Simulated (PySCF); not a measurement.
The complex [FeCl4]2- (charge -2) contains Fe(II), shell d6. The structure is a model geometry with rigid ligands and bond lengths from ionic radii, not a minimum; coordination tetrahedral, point group Td, metal–donor distances 2.37 Å.

```
5

Fe    0.000    0.000    0.000
Cl    1.368    1.368    1.368
Cl   -1.368   -1.368    1.368
Cl   -1.368    1.368   -1.368
Cl    1.368   -1.368   -1.368
```

Method (PySCF 2.14, density fitting): CASSCF(6,5) with orbitals averaged over all microstates of the shell, strongly contracted NEVPT2 on the averaged canonical orbitals; basis x2c-TZVPall on the metal, x2c-SVPall elsewhere; spin-free X2C; IEF-PCM water; spin-orbit coupling by state interaction with the mean-field operator over all roots.

Which term lies lowest, and with what spin?

5E (S = 2, orbital degeneracy 2), with 3.0 electrons in the lower (e-type) set and 3.0 in the upper (t2-type) set, by NEVPT2.

List the excited states of the same spin.

By NEVPT2: 5T2 at 2888 cm⁻¹. The strongest, at 2888 cm⁻¹, has f = 5.5e-05.

Which is the lowest state of another spin?

3T1 at 18528 cm⁻¹ by NEVPT2; CASSCF alone puts it at 20290 cm⁻¹ above the same ground state.

What ligand-field parameters describe the result?

At CASSCF level (the NEVPT2 levels don't fit a ligand-field model well): orbital energies 0, 0, 2372, 2372, 2372 cm⁻¹; 10Dq = 2372 cm⁻¹; B = 1114 cm⁻¹; C = 4146 cm⁻¹; B over its free-ion value at the same level 0.943; rms of the fit 76 cm⁻¹; ζ = 394 cm⁻¹ (free ion 412).

What magnetic behaviour follows?

The ground state is orbitally degenerate (an E term, whose orbital moment is quenched to first order), so no simple spin Hamiltonian is given. The lowest spin-orbit level is 1-fold; the next lies at 19.6 cm⁻¹. μeff is 5.30 μB at 300 K and 4.30 μB at 10 K; the spin-only value is 4.90 μB.

The ground state is orbitally degenerate in this regular structure, which would distort (Jahn–Teller), so its moment is that of the undistorted model. NEVPT2 lifts 5T2 from 2162 to 2888 cm⁻¹; on the d shell alone such lifts tend to overshoot. Gaps between spin states lean to high spin in this active space.

The job took 10 s on one thread of Intel Xeon Platinum 8488C (shared host), with 120 basis functions, launched as `OMP_NUM_THREADS=1 python lf_run.py task.json out`.
